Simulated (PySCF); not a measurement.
Bonds: C1-C2, C2-C3, C3-C4, C4-C5, C5-C6, C6-C7, C7-N8. C1 carries H9, H10; C2 carries H11; C3 carries H12; C4 carries H13; C5 carries H14; C6 carries H15; C7 carries H16; N8 carries H17.

- structure optimised with GFN2-xTB
- PBE0/pcSseg-1 with gauge-including orbitals
- program: PySCF 2.14.0 with density-fitted response routines
- in vacuum, a single conformation, no relativistic terms

Scale: 13C (σ = 186.93 ppm) vs TMS (reference shieldings calculated alike).

Problem. Do the 13C shifts follow the atomic charges (in e)? Tabulate both.

Solution. 
```json
{"atoms": "C7", "hybridisation": "–", "δ (ppm)": "173.2", "σ para (ppm)": "-238", "Hirshfeld": "+0.03", "IAO": "+0.04", "Mulliken": "+0.09", "ESP-fitted": "+0.41"}
{"atoms": "C3", "hybridisation": "–", "δ (ppm)": "148.3", "σ para (ppm)": "-217", "Hirshfeld": "-0.03", "IAO": "-0.13", "Mulliken": "-0.10", "ESP-fitted": "-0.15"}
{"atoms": "C5", "hybridisation": "–", "δ (ppm)": "147.2", "σ para (ppm)": "-217", "Hirshfeld": "-0.03", "IAO": "-0.12", "Mulliken": "-0.09", "ESP-fitted": "-0.19"}
{"atoms": "C2", "hybridisation": "–", "δ (ppm)": "145.2", "σ para (ppm)": "-212", "Hirshfeld": "-0.04", "IAO": "-0.14", "Mulliken": "-0.18", "ESP-fitted": "-0.10"}
{"atoms": "C4", "hybridisation": "–", "δ (ppm)": "140.5", "σ para (ppm)": "-209", "Hirshfeld": "-0.04", "IAO": "-0.15", "Mulliken": "-0.10", "ESP-fitted": "-0.10"}
{"atoms": "C6", "hybridisation": "–", "δ (ppm)": "138.5", "σ para (ppm)": "-206", "Hirshfeld": "-0.05", "IAO": "-0.19", "Mulliken": "-0.16", "ESP-fitted": "-0.26"}
{"atoms": "C1", "hybridisation": "–", "δ (ppm)": "129.5", "σ para (ppm)": "-195", "Hirshfeld": "-0.09", "IAO": "-0.30", "Mulliken": "-0.13", "ESP-fitted": "-0.41"}
```

Correlation coefficients of δ with charge over these carbons: Hirshfeld +0.99, IAO +0.97, Mulliken +0.86, ESP-fitted +0.96; with the paramagnetic shielding -0.99. With so few points these coefficients are fragile. Charge is one influence among several: hybridisation and low-lying excitations act through the paramagnetic term.

Shifts are as computed. Against solution values, carbons near 30 ppm lie about +3 ppm off and those near 130 ppm about +5 ppm. Of 1211 compounds with measured shifts, 218 miss one by over three times the rms of a fit or turn the order of signals round; such compounds aren't used in these exercises.
